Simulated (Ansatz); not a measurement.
The cluster Sr₅O₆, 11 atoms. Hardware: 4 threads of Arm Neoverse V1 on a shared host.

In the def2 sets Sr takes a core potential; there is no spin–orbit coupling.

Question: How many basis functions does each of these Ansatz runs have, and roughly what does it cost? PBE0-D4/def2-SVP, charge 0 singlet, energy, from earlier orbitals; PBE0-D4/def2-TZVP, charge 0 quintet, energy, from earlier orbitals; PBE-D4/def2-TZVP, charge -1 doublet at the geometry of the charge 0 singlet, energy, from earlier orbitals; PBE-D4/def2-TZVP, charge 0 quintet, energy, from earlier orbitals; revPBE-D4/def2-TZVP, charge 0 quintet, energy, from earlier orbitals; LC-ωPBE/def2-TZVP, charge 0 triplet, energy, from earlier orbitals; PBE0-D4/def2-TZVP, charge 0 triplet, energy, from earlier orbitals; r2SCAN-D4/def2-TZVP, charge 0 quintet, energy, from earlier orbitals; PBE0-D4/def2-TZVP, charge -1 doublet at the geometry of the charge 0 singlet, energy; PBE0-D4/def2-TZVP, charge 0 singlet, energy, from earlier orbitals; LC-ωPBE/def2-TZVP, charge 0 singlet, energy and forces, from earlier orbitals; PBE-D4/def2-SVP, charge 0 singlet, energy, from earlier orbitals.

Answer: Other jobs shared the machine, so times can vary by a factor of up to 3. A dash marks memory too small to be measured apart from the calling script's.

| run | functions | fitting or Cholesky vectors | wall time | peak host memory (GiB) |
| --- | --- | --- | --- | --- |
| PBE-D4/def2-SVP, charge 0 singlet, energy, from earlier orbitals | 199 | 2263 | 6 s | – |
| PBE0-D4/def2-SVP, charge 0 singlet, energy, from earlier orbitals | 199 | 2263 | 8.5 s | 0.95 |
| LC-ωPBE/def2-TZVP, charge 0 singlet, energy and forces, from earlier orbitals | 351 | 2471 | 18 s | 1.5 |
| PBE-D4/def2-TZVP, charge -1 doublet at the geometry of the charge 0 singlet, energy, from earlier orbitals | 351 | 2471 | 22 s | 1.1 |
| PBE0-D4/def2-TZVP, charge 0 singlet, energy, from earlier orbitals | 351 | 2516 | 23 s | 2 |
| revPBE-D4/def2-TZVP, charge 0 quintet, energy, from earlier orbitals | 351 | 2471 | 28 s | 1.1 |
| PBE-D4/def2-TZVP, charge 0 quintet, energy, from earlier orbitals | 351 | 2471 | 29 s | 1.1 |
| PBE0-D4/def2-TZVP, charge -1 doublet at the geometry of the charge 0 singlet, energy | 351 | 2516 | 69 s | 2.3 |
| LC-ωPBE/def2-TZVP, charge 0 triplet, energy, from earlier orbitals | 351 | 2471 | 81 s | 3.4 |
| r2SCAN-D4/def2-TZVP, charge 0 quintet, energy, from earlier orbitals | 351 | 2471 | 2 min | 2.5 |
| PBE0-D4/def2-TZVP, charge 0 quintet, energy, from earlier orbitals | 351 | 2516 | 3 min | 2.4 |
| PBE0-D4/def2-TZVP, charge 0 triplet, energy, from earlier orbitals | 351 | 2516 | 3.2 min | 2.4 |
